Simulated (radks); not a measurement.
Results of a calculation; reference values are marked as such.
Problem. The mean radii <r> (bohr) of the occupied orbitals of an atom or ion are listed with their occupations. Code: a radial shooting solver on a logarithmic mesh with Libxc functionals. Model: non-relativistic Kohn-Sham, LB94 model potential, spin-polarised, spherical densities, point nucleus.

orbital  occ.      <r>
1s down     1  0.01822
1s up       1  0.01822
2s up       1  0.07571
2s down     1  0.07572
2p up       3  0.06391
2p down     3  0.06392
3s up       1   0.1789
3s down     1   0.1789
3p up       3   0.1685
3p down     2   0.1684

Name the element and its charge. Open shells, if any, are filled with parallel spins first.

Solution. Z = 83, bismuth, charge +66: Bi66+ in [Ne] 3s2 3p5. The 1s radius gives Z: for a bare nucleus <r> = 1.5/Z, 0.01807 bohr for Z = 83, and screening makes it slightly larger (0.01822 here). The occupations add up to 17, and the charge is Z minus that.
